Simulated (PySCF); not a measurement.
## Ionisation energy of S²⁺ by level of theory

S²⁺ [Ne] 3s2 3p2 (3P) → S³⁺ [Ne] 3s2 3p1 (2P), as a difference of total energies. Calculation: PySCF 2.14, in x2c-TZVPall (5s5p2d1f, 37 functions); scalar relativity by spin-free X2C-1e. Correlated levels: valence: [Ne] frozen. The calculations carry no spin-orbit coupling.

Problem. Order these methods by the ionisation energy they give, lowest first.
A. UHF
B. CCSD (valence)
C. LDA
D. SCS-MP2 (valence)

Solution. A (34.139 eV), D (34.503 eV), B (34.645 eV), C (34.866 eV).

The reference lies between the lowest fine-structure levels, while these numbers refer to the centres of the terms.

Errors of the correlated levels include the incompleteness of this basis and the frozen core.

For comparison: 34.86 ± 0.04 eV (semi-empirical (NIST evaluation); NIST Atomic Spectra Database, ionization energies).
